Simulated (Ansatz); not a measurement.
The same path of B₂BrClFH₃OSi (10 atoms, charge 0, multiplicity 1) was run twice with different band settings. The coordinate that changes most is the angle B1–O2–Si3.

Method: RKS B3LYP-D4/def2-SVP (Ansatz 0.2.0).

Relaxed end points:

```xyz
10
Properties=species:S:1:pos:R:3
B -2.053 0.812 0.452
O -0.734 0.715 0.145
Si 0.346 -0.351 -0.535
Cl -0.453 -2.266 -0.528
Br 0.699 0.300 -2.642
B 2.133 -0.357 0.421
F 2.346 0.454 1.436
H -2.794 -0.121 0.249
H -2.435 1.851 0.933
H 3.029 -1.088 0.072
```

```xyz
10
Properties=species:S:1:pos:R:3
B -2.026 0.789 0.477
O -0.780 0.719 -0.054
Si 0.335 -0.391 -0.591
Cl -0.414 -2.313 -0.375
Br 0.696 0.029 -2.753
B 2.100 -0.243 0.396
F 2.245 0.649 1.354
H -2.457 1.886 0.738
H -2.656 -0.222 0.682
H 3.039 -0.955 0.128
```

Common settings: spring 5.0 eV/Å²; optimiser quadratic models (default); start path IDPP; force threshold 0.05 eV/Å; end points relaxed.

| run | movable images | climbing image | iteration limit |
| --- | --- | --- | --- |
| 1 | 5 | yes | 47 |
| 2 | 2 | no | 60 |

(1) What does each run give, and how far can it be trusted?

## Answers

(1) Run 1: converged after 23 iterations, highest image 0.073 eV above the first end. A vibrational analysis at the climbing image gives one clearly imaginary mode, 123i cm⁻¹: a first-order saddle point.
Run 2: converged after 14 iterations, highest image 0.075 eV above the first end. The dihedral H9–B1–O2–Si3 jumps by 169° between images 1 and 2, so the path isn't resolved there. No image climbed, so the highest image needn't sit at the top of the path. So few images can step over the top or miss a turn of the path.
